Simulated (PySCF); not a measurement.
C2Hf, SMILES [C]1[C][Hf]1 (connectivity only; charge and spin as stated), neutral, multiplicity 3.

Geometry optimised at PBE0-D3(BJ)/def2-TZVP. The multiplicity is an assumed one; other spin states were not compared. The def2 effective core potentials stand for the cores of Hf; spin–orbit coupling is left out.

Method: TDA-PBE/def2-TZVPD (PySCF).

Vertical excitations. Gas-phase values at a fixed geometry.

Q: List the lowest excited states. (The exact figures need the calculation; the answer reports its results.)

A: 
| state | energy (eV) | λ (nm) | f | main pairs |
|---|---|---|---|---|
| root 1 | 0.31 | 3947 | 0.000 | α HOMO→LUMO 99 % |
| root 2 | 0.72 | 1713 | 0.000 | α HOMO→LUMO+1 99 % |
| root 3 | 0.97 | 1276 | 0.007 | α HOMO→LUMO+2 89 % |
| root 4 | 1.02 | 1219 | 0.001 | α HOMO−1→LUMO 89 % |
| root 5 | 1.36 | 915 | 0.000 | α HOMO→LUMO+3 99 % |
| root 6 | 1.70 | 731 | 0.003 | α HOMO−1→LUMO+1 95 % |
| root 7 | 1.77 | 702 | 0.039 | α HOMO−1→LUMO+2 94 % |
| root 8 | 2.04 | 609 | 0.055 | α HOMO−1→LUMO+3 95 % |
| root 9 | 2.38 | 522 | 0.002 | α HOMO−2→LUMO 55 %, β HOMO→LUMO+1 41 % |
| root 10 | 2.42 | 512 | 0.032 | α HOMO→LUMO+4 95 % |
Unrestricted roots are not spin-pure.
